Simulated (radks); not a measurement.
Values are calculated unless marked as measured or tabulated.
Orbital eigenvalues (eV) of the indium ion In2+, [Kr] 4d10 5s1, at several levels of relativity; Dirac values are averaged over j with weights 2j + 1. Spin-unpolarised spherical Kohn-Sham, PBE, point nucleus unless stated (finite: rms radius 4.6156 fm), a radial shooting solver on a logarithmic mesh with Libxc functionals. A level marked "c x" has the speed of light scaled by that factor.

\begin{tabular}{lrrrrr}
shell & non-rel. & Dirac, finite nucleus & Dirac, c x 0.85 & Dirac, c x 1.5 & change of magnitude, last against first (%) \\ \hline
1s & -26815 & -27753 & -28152 & -27217 & +1.50 \\
2s & -3941.8 & -4169.7 & -4267.4 & -4038.9 & +2.46 \\
2p & -3682.4 & -3749.2 & -3777.2 & -3711.0 & +0.78 \\
3s & -759.54 & -805.90 & -825.81 & -779.29 & +2.60 \\
3p & -653.36 & -667.52 & -673.43 & -659.45 & +0.93 \\
3d & -456.65 & -450.31 & -447.73 & -453.90 & -0.60 \\
4s & -128.53 & -137.63 & -141.56 & -132.39 & +3.00 \\
4p & -93.890 & -96.308 & -97.336 & -94.922 & +1.10 \\
4d & -37.364 & -36.522 & -36.197 & -36.991 & -1.00 \\
5s & -22.647 & -23.667 & -24.116 & -23.077 & +1.90 \\
\end{tabular}
